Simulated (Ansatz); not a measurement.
`C[SiH2]BCCl`, relaxed with RKS PBE-D4/def2-SVP in the Gaussian-basis code of Ansatz from a rough embedded geometry. The force threshold is 0.03 eV/Å; the program also tests the step.

Total charge 0; spin multiplicity 1.

Start:

```xyz
13

C    -1.846   -0.582   -0.152
Si   -0.855    0.843    0.372
B     0.918    0.716   -0.380
C     1.922   -0.528    0.023
Cl    3.334    0.034    0.801
H    -1.894   -0.633   -1.320
H    -1.358   -1.558    0.164
H    -2.852   -0.569    0.236
H    -0.743    0.855    1.821
H    -1.473    2.102   -0.093
H     1.349    1.607   -1.074
H     1.367   -1.231    0.627
H     2.130   -1.055   -1.025
```

```json
{"step": "1", "energy (eV)": "-23257.7671", "largest force (eV/Å)": "4.246", "largest move (Å)": "0.000"}
{"step": "2", "energy (eV)": "-23258.2626", "largest force (eV/Å)": "2.031", "largest move (Å)": "0.162"}
{"step": "3", "energy (eV)": "-23258.3617", "largest force (eV/Å)": "0.539", "largest move (Å)": "0.142"}
{"step": "4", "energy (eV)": "-23258.3895", "largest force (eV/Å)": "0.199", "largest move (Å)": "0.080"}
{"step": "5", "energy (eV)": "-23258.3922", "largest force (eV/Å)": "0.055", "largest move (Å)": "0.016"}
{"step": "6", "energy (eV)": "-23258.3928", "largest force (eV/Å)": "0.031", "largest move (Å)": "0.013"}
{"step": "7", "energy (eV)": "-23258.3947", "largest force (eV/Å)": "0.035", "largest move (Å)": "0.073"}
{"step": "8", "energy (eV)": "-23258.3967", "largest force (eV/Å)": "0.074", "largest move (Å)": "0.053"}
{"step": "9", "energy (eV)": "-23258.3999", "largest force (eV/Å)": "0.352", "largest move (Å)": "0.195"}
{"step": "10", "energy (eV)": "-23258.4144", "largest force (eV/Å)": "0.389", "largest move (Å)": "0.085"}
{"step": "11", "energy (eV)": "-23258.4599", "largest force (eV/Å)": "0.411", "largest move (Å)": "0.196"}
{"step": "12", "energy (eV)": "-23258.5171", "largest force (eV/Å)": "0.443", "largest move (Å)": "0.191"}
{"step": "13", "energy (eV)": "-23258.5716", "largest force (eV/Å)": "0.492", "largest move (Å)": "0.196"}
{"step": "14 (rejected)", "energy (eV)": "-23258.5626", "largest force (eV/Å)": "0.381", "largest move (Å)": "0.200"}
{"step": "15", "energy (eV)": "-23258.5955", "largest force (eV/Å)": "0.054", "largest move (Å)": "0.096"}
{"step": "16 (rejected)", "energy (eV)": "-23258.5921", "largest force (eV/Å)": "0.189", "largest move (Å)": "0.085"}
{"step": "17", "energy (eV)": "-23258.5986", "largest force (eV/Å)": "0.021", "largest move (Å)": "0.042"}
```

End:

```xyz
13

C    -1.862   -0.617   -0.060
Si   -0.787    0.894    0.382
B     1.071    0.698   -0.415
C     1.849   -0.668   -0.316
Cl    2.564    0.260    1.122
H    -1.968   -0.715   -1.159
H    -1.404   -1.553    0.322
H    -2.879   -0.534    0.375
H    -0.733    1.014    1.888
H    -1.479    2.139   -0.120
H     1.583    1.564   -1.099
H     1.370   -1.578    0.090
H     2.675   -0.902   -1.011
```

Hardware: 4 threads of an Arm Neoverse V1 on a shared host. Wall time 25 s, peak host memory 0.16 GiB.
